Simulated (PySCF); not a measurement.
A structure optimised at B3LYP-D3(BJ)/def2-SVP, used in a PySCF frequency run:

```
C
H 1 1.1028
H 1 1.1067 2 106.57
C 1 1.5030 2 109.21 3 -117.69
C 4 1.3359 1 125.06 2 -8.78
H 5 1.0936 4 121.72 1 -179.32
H 5 1.0956 6 116.89 4 179.78
H 4 1.0972 5 118.53 6 -0.09
C 1 1.5405 2 109.20 3 116.89
H 9 1.1038 1 108.26 2 -52.91
H 9 1.1040 10 106.24 1 -116.64
C 9 1.5287 10 109.24 11 -118.21
H 12 1.1014 9 111.18 10 55.15
H 12 1.1016 13 107.31 9 -122.58
H 12 1.1033 13 107.57 14 -115.44
```
Charge 0, spin multiplicity 1.

**Question.** Write its SMILES and formula.

**Answer.** C=CCCC, C₅H₁₀

**Question.** What are its rotational constants (standard atomic weights)?

**Answer.** 11.350, 2.6064, 2.3818 GHz
